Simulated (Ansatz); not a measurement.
Computed with Ansatz.

A structure relaxed at PBE0-D4/def2-TZVP, charge 0, multiplicity 2:

```
atom   x (Å)   y (Å)   z (Å)
  C1  -0.456   0.200   2.176
  O2  -0.363   0.498   0.803
 Si3   1.057   0.671  -0.010
  O4   0.720   0.608  -1.603
  C5  -0.180  -0.290  -2.222
  H6   0.315  -0.512   2.492
  H7  -1.435  -0.245   2.364
  H8  -0.365   1.107   2.781
  H9   1.953  -0.466   0.411
 H10  -1.165  -0.251  -1.749
 H11   0.196  -1.318  -2.172
 H12  -0.276  -0.004  -3.270
```

Task: Give its formula and SMILES.

Result: C2H7O2Si, `CO[SiH]OC`.

Task: Summarise the bond lengths by kind.

Result: 2 × C–O 1.408 to 1.414 Å; 6 × C–H 1.091 to 1.096 Å; 2 × O–Si 1.629 to 1.645 Å; 1 × H–Si 1.508 Å.
